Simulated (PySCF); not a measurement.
**Cl+: excitation energy**

Cl+ [Ne] 3s2 3p4 (3P) → Cl+ [Ne] 3s2 3p3 3d1 (5D), as a difference of total energies. Calculation: PySCF 2.14, in aug-cc-pV(T+d)Z with one added diffuse shell each of s, p, d, f type (7s6p5d3f, 71 functions); the non-relativistic Hamiltonian (point nucleus). Correlated levels: valence: [Ne] frozen. The calculations carry no spin-orbit coupling.

```
           method  excitation energy (cm⁻¹)
              UHF                    103950
    MP2 (valence)                    108480
SCS-MP2 (valence)                    110000
   CCSD (valence)                    109240
CCSD(T) (valence)                    109470
```

Errors of the correlated levels include the incompleteness of this basis and the frozen core.

Q: Which method comes closest to the reference value, and which is furthest?

A: The reference is 109960 cm⁻¹ (measured; NIST levels, between the centres of gravity of the two terms). Closest: SCS-MP2 (valence) (error 48.237 cm⁻¹); furthest: UHF (error -6005.4 cm⁻¹).
